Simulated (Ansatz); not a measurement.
Cartesian coordinates (Å):
```xyz
7

C      1.5029    -0.6171     0.6177
C      0.4453    -0.2007     0.2374
C     -0.8469     0.2882    -0.2134
F     -0.7084     1.4312    -1.0008
H      2.4427    -0.9829     0.9527
H     -1.3565    -0.4677    -0.8155
H     -1.4790     0.5490     0.6387
```
Charge 0, multiplicity 1.

Computed with frozen-core CCSD(T)/cc-pVTZ // B3LYP-D3(BJ)/def2-TZVP in Ansatz (an electronic-structure program).

The HF energy is -214.78752 Ha. The MP2 correlation energy comes out as -0.71972 Ha.

Question: Estimate the CCSD correlation energy, the (T) correction, the total energy and the T1 diagnostic.

Answer: 
```
Property                         Value
-----------------------  -------------
CCSD correlation energy    -0.73708 Ha
(T) correction             -0.03103 Ha
CCSD(T) total energy     -215.55563 Ha
T1 diagnostic                    0.012
```
